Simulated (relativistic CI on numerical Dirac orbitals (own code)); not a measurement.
Magnetism of Tb4+, 4f7, in a crystal field

Calculated by Dirac-Coulomb-Breit CI, separate exchange-only KLI orbitals for each configuration, model QED (radiative potential, 1s self-energy scaled to tabulated hydrogen-like ionisation energies), one configuration in a parametric crystal field, unscaled Slater integrals (own radial code). With so little scaling, terms lie 10 to 35 % too far apart, which can change the order of excited levels.

Field parameters in Wybourne normalisation; cubic f-shell fields have B⁴₄ = √(5/14) B⁴₀ and B⁶₄ = −√(7/2) B⁶₀. The field is a parameter set, without covalency.

S is read from ⟨S²⟩ = S(S + 1).

Powder χT (cm³ K mol⁻¹) by Van Vleck's formula, with temperature-independent terms:

```
                                                                                                         Field   2 K   5 K  10 K  20 K  50 K  100 K  200 K  300 K
C2v, B20 = 840, B22 = 210, B40 = 1120, B42 = 220, B44 = -110, B60 = -70, B62 = 510, B64 = -80, B66 = -310 cm⁻¹  7.83  7.84  7.84  7.84  7.84   7.84   7.84   7.84
                                                                                Oh, B40 = -650, B60 = 900 cm⁻¹  7.84  7.84  7.84  7.84  7.84   7.84   7.84   7.84
```

Question: For C2v, B20 = 840, B22 = 210, B40 = 1120, B42 = 220, B44 = -110, B60 = -70, B62 = 510, B64 = -80, B66 = -310 cm⁻¹: what effective moment follows at 300 K?

Answer: μ_eff = √(8χT) = 7.92 μB. The LS value g√(J(J + 1)) of the free ion's ⁸S°7/2 level is 7.94 μB.
